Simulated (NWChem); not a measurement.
System: C$_{4}$H$_{5}$F; SMILES C=C/C=C/F

```xyz
10

C     -0.2618     2.4588     0.0000
C      0.3816     1.2822     0.0000
C     -0.2761    -0.0148     0.0000
C      0.4005    -1.1665     0.0000
F     -0.2206    -2.3597     0.0000
H     -1.3478     2.5157     0.0000
H      0.2769     3.4012     0.0000
H      1.4719     1.2741     0.0000
H     -1.3635    -0.0490     0.0000
H      1.4829    -1.2632     0.0000
```
Atoms are numbered in this order, from 1.

All runs: NWChem. All runs use the structure optimised with B3LYP/6-31G* (spherical d). Level r2SCAN/def2-SVP: energy and gradient on several grids; changes count from the extra-fine grid, which is no exact limit either.

```csv
grid,size of the energy change (μHa),largest change of a gradient component (μHa/bohr),"time, medium = 1 (rough)"
xcoarse,1000,3000,about 1
coarse,60,400,about 1
medium,50,100,about 1
fine,20,< 30,about 1
xfine,< 10,< 30,3
```
